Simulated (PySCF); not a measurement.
Vertical excitations of a molecule C3H5BO from TDA-PBE/def2-SVPD run with PySCF, as energy in eV (oscillator strength): 4.99 (0.000), 5.82 (0.042), 6.10 (0.002), 6.51 (0.002), 6.66 (0.069), 7.07 (0.008), 7.22 (0.041), 7.26 (0.003), 7.38 (0.051), 7.76 (0.000). Lowest triplet (TDA): 4.42 eV. Geometry: PBE-D3(BJ)/def2-SVP. The values are those of a single conformer.

Question: Which structure fits?
A) C#CBOC
B) CB1C=CO1
C) OB1C=CC1
D) C#CB(C)O

Answer: D, C#CB(C)O
